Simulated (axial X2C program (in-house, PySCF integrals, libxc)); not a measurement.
KSe: cheaper levels and CCSD(T), with spin–orbit coupling

Computed with an in-house relativistic program for diatomic molecules. Two-component (2c) means X2C with spin–orbit coupling and atomic mean-field two-electron Coulomb and Gaunt terms. Basis: Se dyall-cv3z [8s9p6d4f1g], K dyall-cv3z [11s12p6d3f] (cores contracted in-house); Gaussian nuclei, density fitting, unrestricted open shells. Masses: Se 79.917 u, K 38.964 u.

State: Ω = 3/2 (⟨Sz⟩ = 0.50, ⟨Lz⟩ = 1.00 at HF); fragments Se + K.

| level | Re (Å) | ωe (cm⁻¹) | De (eV) |
| --- | --- | --- | --- |
| PBE0 | 2.939 | 196.2 | 2.47 |
| HF | 3.024 | 189.4 | n/a |
| MP2 | 2.949 | 199.7 | 2.26 |
| CCSD | 2.964 | 197.7 | 2.24 |
| BP86 | 2.950 | 190.0 | 2.55 |

Correlated methods: 15 electrons correlated (number of frozen shells: Se 3 s, 2 p, 1 d; K 2 s, 1 p), 253 virtual spin orbitals or spinors in MP2, 90 natural virtuals in coupled cluster.

CCSD(T), same Hamiltonian and basis:

Re = 2.960 Å, ωe = 198.2 cm⁻¹, De = 2.26 eV; T1 = 0.005 (Lee–Taylor normalisation).

Q: Give the differences from CCSD(T) in the columns below.

A: 

```
level  ΔRe (Å)  Δωe (cm⁻¹)  ΔDe (eV)
 PBE0   -0.021        -2.0      0.21
   HF    0.064        -8.8       n/a
  MP2   -0.011         1.5      0.00
 CCSD    0.004        -0.5     -0.02
 BP86   -0.010        -8.2      0.29
```

The state is a single determinant with fixed occupations, the lowest that a limited PBE0 search found. Dissociation energies refer to the lowest single-determinant-based atoms at the same level and basis. De is not given where an atomic determinant may have missed its ground term or J level, or where the truncated virtual space spoils (T). Density functionals use the spin component along the axis (collinear). Coupled cluster ran in a truncated set of natural virtual spinors; the MP2 energy of the rest was added. (T) has no such correction and the atoms are truncated less, which lowers De at CCSD(T) by a hundredth of an eV or more. Other states lie close and PBE0, whose exact exchange favours high spin, may order them wrongly; the determinant shown need not be the ground state. The nearest other 2c determinant of the search, Ω = 1/2, lies 0.16 eV up at the distance of the search. The functionals have no current-density term, which raises determinants with orbital currents, atoms included.
